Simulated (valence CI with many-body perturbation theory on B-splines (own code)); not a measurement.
# Se13+ in brief

Calculated by valence CI with perturbative core correlation (CI+MBPT): three valence electrons over a frozen Dirac-Fock core [Ar], radial functions for each j: 7 s, 7 p, 8 d, 6 f, 4 g, 1 h, with the one-electron correlation potential Σ1 (screened to all orders), the two-electron term Σ2, the three-electron term Σ3, Breit, model QED; selected single and double excitations, second order for the rest, scaled by the run's own slope (own B-spline code, finite nucleus).

No measured spectrum was set against this ion. As an estimate, terms of the open shell hold to 2 to 4 % of their energy, and close levels can change places. Only levels of the ground parity were solved; by the run's estimate the other parity begins above the list, which can be wrong where configurations are misplaced.

Rates and lifetimes use the calculated energies. Strong lines usually hold to 10 to 20 %, long lifetimes can be off by a factor of two.

Problem. What is the ground level?

Solution. 3d3 4F_3/2, composition 98 % 3d3 4F + 2 % 3d3 2D, g = 0.407.

Problem. How is the term 4F of the ground level split?

Solution. J = 3/2 at 0.0, J = 5/2 at 3966, J = 7/2 at 8638, J = 9/2 at 13589 cm⁻¹.

Problem. What is the ionisation energy?

Solution. 427.21 eV; NIST lists 426 ± 3 eV (theoretical).

Problem. How well does LS coupling describe the low levels?

Solution. Among the lowest 19 levels the leading LS term, summed over configurations, holds 90 % on average. For single configurations the figures are 90 % in LS and 67 % in jj coupling. Terms mix most in the J = 3/2 level at 53943 cm⁻¹, where the leading one holds 55 %.
